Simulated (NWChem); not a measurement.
Species: C3H5Cl; SMILES C/C=C\Cl

All runs: NWChem. Pople sets run with spherical d functions. Each level has its own optimisation; frequencies are unscaled. Brackets give each atom's bonded neighbours.

```json
[
 {"level": "Hartree-Fock/3-21G", "r C–C [C(CCH)–C(CHHH)] (Å)": "1.504", "r C–C [C(CCH)–C(CClH)] (Å)": "1.306", "r C–H [C(CCH)–H(C)] (Å)": "1.076", "r C–Cl (Å)": "1.834", "highest harmonic frequency (cm⁻¹)": "3457", "lowest (cm⁻¹)": "115", "zero-point energy (kcal/mol)": "48.0", "dipole (D)": "2.73"},
 {"level": "B3LYP/3-21G", "r C–C [C(CCH)–C(CHHH)] (Å)": "1.505", "r C–C [C(CCH)–C(CClH)] (Å)": "1.323", "r C–H [C(CCH)–H(C)] (Å)": "1.089", "r C–Cl (Å)": "1.846", "highest harmonic frequency (cm⁻¹)": "3277", "lowest (cm⁻¹)": "127", "zero-point energy (kcal/mol)": "45.0", "dipole (D)": "2.36"},
 {"level": "Hartree-Fock/6-31G*", "r C–C [C(CCH)–C(CHHH)] (Å)": "1.499", "r C–C [C(CCH)–C(CClH)] (Å)": "1.315", "r C–H [C(CCH)–H(C)] (Å)": "1.078", "r C–Cl (Å)": "1.741", "highest harmonic frequency (cm⁻¹)": "3431", "lowest (cm⁻¹)": "122", "zero-point energy (kcal/mol)": "48.0", "dipole (D)": "2.04"},
 {"level": "PBE-D3(BJ)/def2-SVP", "r C–C [C(CCH)–C(CHHH)] (Å)": "1.495", "r C–C [C(CCH)–C(CClH)] (Å)": "1.346", "r C–H [C(CCH)–H(C)] (Å)": "1.104", "r C–Cl (Å)": "1.744", "highest harmonic frequency (cm⁻¹)": "3147", "lowest (cm⁻¹)": "129", "zero-point energy (kcal/mol)": "43.2", "dipole (D)": "1.39"}
]
```
